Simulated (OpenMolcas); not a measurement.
Ho3+: moving or changing the point charges

Ho3+ among 8 point charges of -1 e arranged as a cube (Oh), 2.63 Å from the ion.
```
   1.5184    1.5184    1.5184  -1.00
   1.5184    1.5184   -1.5184  -1.00
   1.5184   -1.5184    1.5184  -1.00
   1.5184   -1.5184   -1.5184  -1.00
  -1.5184    1.5184    1.5184  -1.00
  -1.5184    1.5184   -1.5184  -1.00
  -1.5184   -1.5184    1.5184  -1.00
  -1.5184   -1.5184   -1.5184  -1.00
```

```
Program             : OpenMolcas 26.06
Method              : CASSCF
Basis               : ANO-RCC-VDZP [7s6p4d2f1g]
Scalar Hamiltonian  : DKH2, point nucleus
Active space        : 10 electrons in 7 orbitals (4f)
State averaging     : 2S+1 = 5 even, 35 roots (30 in the spin-orbit step); 2S+1 = 3 even, 106 roots kept (CI in the orbitals of an earlier block); 2S+1 = 1 even, 31 roots kept (CI in the orbitals of an earlier block)
Spin-orbit coupling : state interaction with AMFI integrals over the reference wave functions
```

Runs around this geometry, states (labels of O, the rotations of Oh). Energies in cm-1 above the lowest state or level, χT in cm3 K/mol.

```
R (Å)  Ground state  First state of that spin  First gap with spin-orbit (degeneracies)  Width of lowest J  χT at 300 K
 2.63           5A1                  5T1 12.2                                2.9 (3, 2)                 71       13.923
 2.76           5A1                   5T1 9.5                                2.5 (3, 2)                 55       13.926
 3.15           5A1                   5T1 4.8                                1.5 (3, 2)                 28       13.929
```

Taking the width of the lowest J multiplet as R^-n, n = -ln(28 / 71) / ln(3.15 / 2.63) = 5.2 between the shortest and longest distance.

High states are left out of the spin-orbit mixing, which shifts the levels that they would mix with. Point charges carry no covalency, so the field is a model and not that of real ligands. A group larger than the point group allows holds several states that coincide in this model. No measured value stands beside these numbers.
